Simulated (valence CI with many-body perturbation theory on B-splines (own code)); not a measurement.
**Missing levels of Gd⁵⁰⁺**

Level of theory: relativistic CI+MBPT: four valence electrons over a frozen Dirac-Fock core [Ne], a basis of 11 s, 11 p, 9 d, 7 f, 5 g, 2 h, 1 i functions for each j, with the one-electron correlation potential Σ1, the two-electron term Σ2, the three-electron term Σ3, Breit, model QED; selected CI, second order for the rest (own B-spline code, finite nucleus).

No measured spectrum was set against this ion. As an estimate, large intervals hold to a few tenths of a per cent, small ones and those within an open d or f shell to about a per cent.

```tsv
Level	E (× 10³ cm⁻¹)
(3s^2 3p1/2^2) J=0	0.00
(3s^2 3p1/2 3p3/2) J=1	1379.2
(3s^2 3p1/2 3p3/2) J=2	?
(3s 3p1/2^2 3p3/2) J=2	?
(3s 3p1/2^2 3p3/2) J=1	?
(3s^2 3p1/2 3d3/2) J=2	2856.7
(3s^2 3p3/2^2) J=2	2869.1
(3s^2 3p3/2^2) J=0	3007.0
(3s^2 3p1/2 3d3/2) J=1	3136.2
(3s^2 3p1/2 3d5/2) J=2	3302.6
(3s^2 3p1/2 3d5/2) J=3	3311.0
(3s 3p1/2 3p3/2^2) J=2 [a]	?
(3s 3p1/2 3p3/2^2) J=3	3916.7
(3s 3p1/2^2 3d3/2) J=1	?
(3s 3p1/2 3p3/2^2) J=0	3997.3
(3s 3p1/2^2 3d3/2) J=2	4004.4
(3s 3p1/2 3p3/2^2) J=1 [a]	4088.1
(3s 3p1/2 3p3/2^2) J=2 [b]	4100.3
(3s 3p1/2 3p3/2^2) J=1 [b]	?
(3s 3p1/2^2 3d5/2) J=3	4378.2
```

Levels are named by their leading jj configuration (3d3/2^4 stands for four electrons in 3d with j = 3/2), which in mixed levels can hold well under half, so a name can repeat and another be missing. Letters in brackets count levels of one name in rising energy.

(1) The levels stand in rising order. What does the calculation give for the missing energies?

Results:

(1) (3s^2 3p1/2 3p3/2) J=2 1443.0; (3s 3p1/2^2 3p3/2) J=2 2455.8; (3s 3p1/2^2 3p3/2) J=1 2649.8; (3s 3p1/2 3p3/2^2) J=2 [a] 3807.7; (3s 3p1/2^2 3d3/2) J=1 3958.5; (3s 3p1/2 3p3/2^2) J=1 [b] 4171.0.
